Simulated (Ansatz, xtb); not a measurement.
C3H6OSSi: 3 structures ranked

3 gas-phase structures of C3H6OSSi, from a drawn sample of its isomers (lower ones may exist). Each was relaxed with GFN2-xTB; where two conformers were screened, the lower at r2SCAN-D4/def2-SVP is listed:

A. `C[SiH2]OC=C=S`, a singlet
B. `C1=CS[SiH2]OC1`, a singlet
C. `C=C(C=O)S[SiH3]`, a singlet

Q: Which do you expect lowest at r2SCAN-D4/def2-SVP, and how would the others follow?

A: Calculated order at r2SCAN-D4/def2-SVP: B (0.0), C (27.0), A (34.5) kcal/mol.

Energies above the lowest of each column, in kcal/mol; the last columns are at PBE0-D3(BJ)/def2-SVP geometries:

```json
{"structure": "B", "GFN2-xTB": "0.0", "HF/STO-3G": "0.0", "r2SCAN-D4/def2-SVP": "0.0", "PBE0-D3(BJ)/def2-SVP": "0.0", "CCSD(T)/def2-SVP + ΔMP2/def2-TZVPP": "0.0"}
{"structure": "C", "GFN2-xTB": "43.8", "HF/STO-3G": "47.0", "r2SCAN-D4/def2-SVP": "27.0", "PBE0-D3(BJ)/def2-SVP": "29.5", "CCSD(T)/def2-SVP + ΔMP2/def2-TZVPP": "32.3"}
{"structure": "A", "GFN2-xTB": "44.9", "HF/STO-3G": "48.9", "r2SCAN-D4/def2-SVP": "34.5", "PBE0-D3(BJ)/def2-SVP": "39.8", "CCSD(T)/def2-SVP + ΔMP2/def2-TZVPP": "36.3"}
```

Every level run on B puts it lowest or level with the lowest. Flexible structures stand in one conformer each, not always the lowest. The ΔMP2 step shifts differences by up to 6.6 kcal/mol, which makes them less sure. ΔMP2 is the change of the MP2 energy from the smaller to the larger basis.

Programs: Ansatz 0.2.0, xtb 6.7.1.
